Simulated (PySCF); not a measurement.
SMILES S(C)C1=CC=CO1, C$_{5}$H$_{6}$OS

Geometry:
```tsv
atom	x (Å)	y (Å)	z (Å)
C1	-2.522	-0.077	-0.058
S2	-1.432	1.360	0.000
C3	0.115	0.599	-0.286
C4	1.372	1.135	-0.369
C5	2.245	0.029	-0.620
C6	1.458	-1.079	-0.670
O7	0.159	-0.736	-0.467
H8	-3.534	0.314	0.116
H9	-2.269	-0.801	0.728
H10	-2.484	-0.566	-1.040
H11	1.637	2.184	-0.263
H12	3.325	0.062	-0.747
H13	1.651	-2.135	-0.832
```

Method: TDDFT CAM-B3LYP/def2-TZVPD excited states, vertical, gas phase in PySCF 2.14.0. Geometry: PBE0-D3(BJ)/def2-SVP.

Question: How strongly do the lowest singlets absorb one photon, and two photons of half the energy?

Answer: δ for parallel linear polarisation; σ at the peak of a Lorentzian of half width 0.1 eV, single beam; Ω is circular over linear.
```tsv
state	E (eV)	f	photon λ (nm)	δ (au)	σ (GM)	Ω	main
S1	4.70	0.001	528	5.36	0.04	1.50	HOMO→LUMO 0.64, HOMO→LUMO+8 0.12
S2	5.30	0.010	468	1.49	0.01	1.50	HOMO→LUMO+1 0.63, HOMO→LUMO 0.14
S3	5.35	0.308	463	66.3	0.70	0.63	HOMO→LUMO+3 0.95
S4	5.71	0.000	434	198	2.36	1.50	HOMO→LUMO+2 0.83
S5	6.03	0.004	411	423	5.64	0.54	HOMO→LUMO+4 0.90
S6	6.14	0.001	404	1.88	0.03	1.50	HOMO→LUMO+5 0.31, HOMO→LUMO+8 0.20
```

Among these, the strongest one-photon state is S3, the strongest two-photon state S5, with a dipole change of 2.9 D (relaxed, norm of the difference vector).
